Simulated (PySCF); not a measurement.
CH₃AlCl, charge +1, singlet, geometry from GFN2-xTB (such geometries of metal compounds can be far from the true shape); DF-PBE/aug-cc-pVDZ (PySCF).

The PySCF input:
```python
from pyscf import gto, scf, dft

mol = gto.M(
    atom='''
Al    0.139487   -0.881895    0.772126
C    -0.075549    0.587192   -0.499667
H    -0.906444    1.244871   -0.208559
H    -0.278702    0.196837   -1.506718
H     0.844151    1.187718   -0.540098
Cl    0.384124   -2.374732    2.054854
''',
    basis='aug-cc-pvdz',
    charge=1,
    spin=0,
    verbose=4,
)

mf = dft.RKS(mol)
mf.xc = 'pbe'
mf.diis = False
mf.max_cycle = 100
mf = mf.density_fit(auxbasis='def2-universal-jkfit')
mf.kernel()
```

What the program printed (banner, timings and long lists left out):

```
PySCF version 2.14.0

[INPUT] verbose = 4
[INPUT] num. atoms = 6
[INPUT] num. electrons = 38
[INPUT] charge = 1
[INPUT] spin (= nelec alpha-beta = 2S) = 0
[INPUT] symmetry False subgroup None
[INPUT] Mole.unit = angstrom
[INPUT] Symbol           X                Y                Z      unit          X                Y                Z       unit  Magmom
[...]
nuclear repulsion = 117.484254062042
number of shells = 39
number of NR pGTOs = 168
number of NR cGTOs = 104
basis = aug-cc-pvdz
ecp = {}

******** <class 'pyscf.df.df_jk.DFRKS'> ********
method = DFRKS
initial guess = minao
damping factor = 0
level_shift factor = 0
DIIS disabled
SCF conv_tol = 1e-09
SCF conv_tol_grad = None
SCF max_cycles = 100
direct_scf = False
XC library pyscf.dft.libxc version 7.1.2
    S. Lehtola, C. Steigemann, M. J. T. Oliveira, and M. A. L. Marques,  SoftwareX 7, 1–5 (2018)
XC functionals = pbe
    J. P. Perdew, K. Burke, and M. Ernzerhof,  Phys. Rev. Lett. 77, 3865 (1996)
    J. P. Perdew, K. Burke, and M. Ernzerhof,  Phys. Rev. Lett. 78, 1396 (1997)
    J. P. Perdew, K. Burke, and M. Ernzerhof,  Phys. Rev. Lett. 77, 3865 (1996)
    J. P. Perdew, K. Burke, and M. Ernzerhof,  Phys. Rev. Lett. 78, 1396 (1997)
radial grids:
    Treutler-Ahlrichs [JCP 102, 346 (1995); DOI:10.1063/1.469408] (M4) radial grids

becke partition: Becke, JCP 88, 2547 (1988); DOI:10.1063/1.454033
pruning grids: <function nwchem_prune>
grids dens level: 3
symmetrized grids: False
atomic radii adjust function: <function treutler_atomic_radii_adjust>
small_rho_cutoff = 0
Set gradient conv threshold to 3.16228e-05
Initial guess from minao.
tot grids = 81608
init E= -742.276236454802
[...]
cycle= 1 E= -741.852660025531  delta_E= 0.424  |g|= 0.498  |ddm|= 2.84
[...]
cycle= 2 E= -741.648043415195  delta_E= 0.205  |g|= 0.92  |ddm|=  1.8
[...]
cycle= 3 E= -741.238642166989  delta_E= 0.409  |g|= 1.54  |ddm|= 2.61
[...]
cycle= 4 E= -739.246195327689  delta_E= 1.99  |g|= 2.56  |ddm|= 4.48
[...]
cycle= 5 E= -738.766495252696  delta_E= 0.48  |g|= 3.24  |ddm|= 6.03
[...]
cycle= 6 E= -733.98158699233  delta_E= 4.78  |g|= 3.66  |ddm|= 10.4
[...]
cycle= 7 E= -719.272555638455  delta_E= 14.7  |g|= 5.54  |ddm|= 14.6

WARN: HOMO -1.6859042021503 == LUMO -1.68590078319212

cycle= 8 E= -709.837560954324  delta_E= 9.43  |g|= 6.27  |ddm|= 14.4
[...]
cycle= 9 E= -704.239620892699  delta_E=  5.6  |g|= 7.01  |ddm|= 19.6

WARN: HOMO -2.36711065696068 == LUMO -2.36707697635008

cycle= 10 E= -704.812166914906  delta_E= -0.573  |g|= 5.89  |ddm|= 20.1

WARN: HOMO -1.57247817019375 == LUMO -1.57225934334216

cycle= 11 E= -574.058725860429  delta_E=  131  |g|= 11.1  |ddm|= 42.2
[...]
cycle= 12 E= -638.33396451018  delta_E= -64.3  |g|= 6.57  |ddm|= 61.4
[...]
cycle= 13 E= -501.059307070393  delta_E=  137  |g|= 11.6  |ddm|=  102

WARN: HOMO -3.48710394896868 == LUMO -3.48691274396044

cycle= 14 E= -592.861752787212  delta_E= -91.8  |g|= 7.65  |ddm|=  160
[...]
cycle= 15 E= -505.484915830824  delta_E= 87.4  |g|= 11.3  |ddm|=  162

WARN: HOMO -3.39979679794151 == LUMO -3.3996289798234

cycle= 16 E= -591.732962853467  delta_E= -86.2  |g|= 7.89  |ddm|=  165
[...]
cycle= 17 E= -505.52973333927  delta_E= 86.2  |g|= 11.3  |ddm|=  165

WARN: HOMO -3.39840796830779 == LUMO -3.39824299232327

cycle= 18 E= -591.718983321313  delta_E= -86.2  |g|=  7.9  |ddm|=  165
[...]
cycle= 19 E= -505.530399457028  delta_E= 86.2  |g|= 11.3  |ddm|=  165

WARN: HOMO -3.39838949606781 == LUMO -3.3982245505458

cycle= 20 E= -591.718800717003  delta_E= -86.2  |g|=  7.9  |ddm|=  165
[...]
cycle= 21 E= -505.530407574612  delta_E= 86.2  |g|= 11.3  |ddm|=  165

WARN: HOMO -3.39838926250585 == LUMO -3.39822431974822

cycle= 22 E= -591.718798482243  delta_E= -86.2  |g|=  7.9  |ddm|=  165
[...]
cycle= 23 E= -505.530407758197  delta_E= 86.2  |g|= 11.3  |ddm|=  165

WARN: HOMO -3.39838925850807 == LUMO -3.39822431546838

cycle= 24 E= -591.718798433846  delta_E= -86.2  |g|=  7.9  |ddm|=  165
[...]
cycle= 25 E= -505.530407750154  delta_E= 86.2  |g|= 11.3  |ddm|=  165

WARN: HOMO -3.3983892585839 == LUMO -3.3982243155832

cycle= 26 E= -591.718798435795  delta_E= -86.2  |g|=  7.9  |ddm|=  165
[...]
cycle= 27 E= -505.530407751448  delta_E= 86.2  |g|= 11.3  |ddm|=  165

WARN: HOMO -3.39838925856754 == LUMO -3.39822431556164

cycle= 28 E= -591.718798435481  delta_E= -86.2  |g|=  7.9  |ddm|=  165
[...]
cycle= 29 E= -505.530407751286  delta_E= 86.2  |g|= 11.3  |ddm|=  165

WARN: HOMO -3.39838925856971 == LUMO -3.39822431556451

cycle= 30 E= -591.718798435526  delta_E= -86.2  |g|=  7.9  |ddm|=  165
[...]
cycle= 31 E= -505.530407751299  delta_E= 86.2  |g|= 11.3  |ddm|=  165

WARN: HOMO -3.39838925856944 == LUMO -3.39822431556414

cycle= 32 E= -591.718798435519  delta_E= -86.2  |g|=  7.9  |ddm|=  165
[...]
cycle= 33 E= -505.530407751305  delta_E= 86.2  |g|= 11.3  |ddm|=  165

WARN: HOMO -3.39838925856929 == LUMO -3.398224315564

cycle= 34 E= -591.718798435521  delta_E= -86.2  |g|=  7.9  |ddm|=  165
[...]
cycle= 35 E= -505.5304077513  delta_E= 86.2  |g|= 11.3  |ddm|=  165

WARN: HOMO -3.39838925856969 == LUMO -3.3982243155644

cycle= 36 E= -591.718798435517  delta_E= -86.2  |g|=  7.9  |ddm|=  165
[...]
cycle= 37 E= -505.530407751303  delta_E= 86.2  |g|= 11.3  |ddm|=  165

WARN: HOMO -3.39838925856936 == LUMO -3.39822431556406

cycle= 38 E= -591.718798435519  delta_E= -86.2  |g|=  7.9  |ddm|=  165
[...]
cycle= 39 E= -505.530407751301  delta_E= 86.2  |g|= 11.3  |ddm|=  165

WARN: HOMO -3.39838925856947 == LUMO -3.39822431556418

cycle= 40 E= -591.718798435523  delta_E= -86.2  |g|=  7.9  |ddm|=  165
[...]
cycle= 41 E= -505.530407751298  delta_E= 86.2  |g|= 11.3  |ddm|=  165

WARN: HOMO -3.39838925856948 == LUMO -3.3982243155642

cycle= 42 E= -591.718798435511  delta_E= -86.2  |g|=  7.9  |ddm|=  165
[...]
cycle= 43 E= -505.530407751303  delta_E= 86.2  |g|= 11.3  |ddm|=  165

WARN: HOMO -3.39838925856954 == LUMO -3.39822431556425

cycle= 44 E= -591.718798435513  delta_E= -86.2  |g|=  7.9  |ddm|=  165
[...]
cycle= 45 E= -505.530407751303  delta_E= 86.2  |g|= 11.3  |ddm|=  165

WARN: HOMO -3.39838925856963 == LUMO -3.39822431556435

cycle= 46 E= -591.718798435517  delta_E= -86.2  |g|=  7.9  |ddm|=  165
[...]
cycle= 47 E= -505.530407751297  delta_E= 86.2  |g|= 11.3  |ddm|=  165

WARN: HOMO -3.39838925856957 == LUMO -3.39822431556429

cycle= 48 E= -591.718798435517  delta_E= -86.2  |g|=  7.9  |ddm|=  165
[...]
cycle= 49 E= -505.5304077513  delta_E= 86.2  |g|= 11.3  |ddm|=  165

WARN: HOMO -3.39838925856954 == LUMO -3.39822431556426

cycle= 50 E= -591.718798435516  delta_E= -86.2  |g|=  7.9  |ddm|=  165
[...]
cycle= 51 E= -505.530407751297  delta_E= 86.2  |g|= 11.3  |ddm|=  165

WARN: HOMO -3.39838925856945 == LUMO -3.39822431556416

cycle= 52 E= -591.718798435518  delta_E= -86.2  |g|=  7.9  |ddm|=  165
[...]
cycle= 53 E= -505.530407751299  delta_E= 86.2  |g|= 11.3  |ddm|=  165

WARN: HOMO -3.39838925856954 == LUMO -3.39822431556426

cycle= 54 E= -591.718798435516  delta_E= -86.2  |g|=  7.9  |ddm|=  165
[...]
cycle= 55 E= -505.530407751297  delta_E= 86.2  |g|= 11.3  |ddm|=  165

WARN: HOMO -3.39838925856942 == LUMO -3.39822431556414

cycle= 56 E= -591.718798435518  delta_E= -86.2  |g|=  7.9  |ddm|=  165
[...]
cycle= 57 E= -505.530407751301  delta_E= 86.2  |g|= 11.3  |ddm|=  165

WARN: HOMO -3.39838925856932 == LUMO -3.39822431556404

cycle= 58 E= -591.718798435516  delta_E= -86.2  |g|=  7.9  |ddm|=  165
[...]
cycle= 59 E= -505.530407751303  delta_E= 86.2  |g|= 11.3  |ddm|=  165

WARN: HOMO -3.39838925856942 == LUMO -3.39822431556414

cycle= 60 E= -591.718798435521  delta_E= -86.2  |g|=  7.9  |ddm|=  165
[...]
cycle= 61 E= -505.530407751296  delta_E= 86.2  |g|= 11.3  |ddm|=  165

WARN: HOMO -3.39838925856975 == LUMO -3.39822431556447

cycle= 62 E= -591.718798435513  delta_E= -86.2  |g|=  7.9  |ddm|=  165
[...]
cycle= 63 E= -505.530407751299  delta_E= 86.2  |g|= 11.3  |ddm|=  165

WARN: HOMO -3.39838925856964 == LUMO -3.39822431556436

cycle= 64 E= -591.718798435518  delta_E= -86.2  |g|=  7.9  |ddm|=  165
[...]
cycle= 65 E= -505.530407751303  delta_E= 86.2  |g|= 11.3  |ddm|=  165

WARN: HOMO -3.39838925856941 == LUMO -3.39822431556413

cycle= 66 E= -591.718798435518  delta_E= -86.2  |g|=  7.9  |ddm|=  165
[...]
cycle= 67 E= -505.5304077513  delta_E= 86.2  |g|= 11.3  |ddm|=  165

WARN: HOMO -3.39838925856952 == LUMO -3.39822431556423

cycle= 68 E= -591.71879843552  delta_E= -86.2  |g|=  7.9  |ddm|=  165
[...]
cycle= 69 E= -505.530407751304  delta_E= 86.2  |g|= 11.3  |ddm|=  165

WARN: HOMO -3.39838925856932 == LUMO -3.39822431556405

cycle= 70 E= -591.718798435517  delta_E= -86.2  |g|=  7.9  |ddm|=  165
[...]
cycle= 71 E= -505.530407751307  delta_E= 86.2  |g|= 11.3  |ddm|=  165

WARN: HOMO -3.3983892585693 == LUMO -3.39822431556401

cycle= 72 E= -591.718798435515  delta_E= -86.2  |g|=  7.9  |ddm|=  165
[...]
cycle= 73 E= -505.530407751294  delta_E= 86.2  |g|= 11.3  |ddm|=  165

WARN: HOMO -3.39838925856956 == LUMO -3.39822431556427

cycle= 74 E= -591.718798435514  delta_E= -86.2  |g|=  7.9  |ddm|=  165
[...]
cycle= 75 E= -505.530407751299  delta_E= 86.2  |g|= 11.3  |ddm|=  165

WARN: HOMO -3.39838925856955 == LUMO -3.39822431556426

cycle= 76 E= -591.718798435515  delta_E= -86.2  |g|=  7.9  |ddm|=  165
[...]
cycle= 77 E= -505.530407751301  delta_E= 86.2  |g|= 11.3  |ddm|=  165

WARN: HOMO -3.39838925856946 == LUMO -3.39822431556419

cycle= 78 E= -591.718798435519  delta_E= -86.2  |g|=  7.9  |ddm|=  165
[...]
cycle= 79 E= -505.530407751293  delta_E= 86.2  |g|= 11.3  |ddm|=  165

WARN: HOMO -3.39838925856944 == LUMO -3.39822431556416

cycle= 80 E= -591.718798435518  delta_E= -86.2  |g|=  7.9  |ddm|=  165
[...]
cycle= 81 E= -505.530407751306  delta_E= 86.2  |g|= 11.3  |ddm|=  165

WARN: HOMO -3.39838925856943 == LUMO -3.39822431556415

cycle= 82 E= -591.718798435514  delta_E= -86.2  |g|=  7.9  |ddm|=  165
[...]
cycle= 83 E= -505.530407751303  delta_E= 86.2  |g|= 11.3  |ddm|=  165

WARN: HOMO -3.39838925856918 == LUMO -3.3982243155639

cycle= 84 E= -591.718798435521  delta_E= -86.2  |g|=  7.9  |ddm|=  165
[...]
cycle= 85 E= -505.530407751288  delta_E= 86.2  |g|= 11.3  |ddm|=  165

WARN: HOMO -3.39838925856957 == LUMO -3.39822431556429

cycle= 86 E= -591.71879843552  delta_E= -86.2  |g|=  7.9  |ddm|=  165
[...]
cycle= 87 E= -505.530407751298  delta_E= 86.2  |g|= 11.3  |ddm|=  165

WARN: HOMO -3.39838925856948 == LUMO -3.39822431556419

cycle= 88 E= -591.718798435518  delta_E= -86.2  |g|=  7.9  |ddm|=  165
[...]
cycle= 89 E= -505.530407751296  delta_E= 86.2  |g|= 11.3  |ddm|=  165

WARN: HOMO -3.39838925856965 == LUMO -3.39822431556436

cycle= 90 E= -591.718798435518  delta_E= -86.2  |g|=  7.9  |ddm|=  165
[...]
cycle= 91 E= -505.530407751308  delta_E= 86.2  |g|= 11.3  |ddm|=  165

WARN: HOMO -3.39838925856945 == LUMO -3.39822431556417

cycle= 92 E= -591.718798435517  delta_E= -86.2  |g|=  7.9  |ddm|=  165
[...]
cycle= 93 E= -505.530407751299  delta_E= 86.2  |g|= 11.3  |ddm|=  165

WARN: HOMO -3.39838925856938 == LUMO -3.39822431556409

cycle= 94 E= -591.718798435514  delta_E= -86.2  |g|=  7.9  |ddm|=  165
[...]
cycle= 95 E= -505.530407751309  delta_E= 86.2  |g|= 11.3  |ddm|=  165

WARN: HOMO -3.39838925856942 == LUMO -3.39822431556414

cycle= 96 E= -591.718798435517  delta_E= -86.2  |g|=  7.9  |ddm|=  165
[...]
cycle= 97 E= -505.530407751306  delta_E= 86.2  |g|= 11.3  |ddm|=  165

WARN: HOMO -3.39838925856925 == LUMO -3.39822431556396

cycle= 98 E= -591.718798435523  delta_E= -86.2  |g|=  7.9  |ddm|=  165
[...]
cycle= 99 E= -505.530407751309  delta_E= 86.2  |g|= 11.3  |ddm|=  165

WARN: HOMO -3.39838925856956 == LUMO -3.39822431556428

cycle= 100 E= -591.718798435515  delta_E= -86.2  |g|=  7.9  |ddm|=  165
SCF not converged.
SCF energy = -591.718798435515
```

Convergence was not reached.
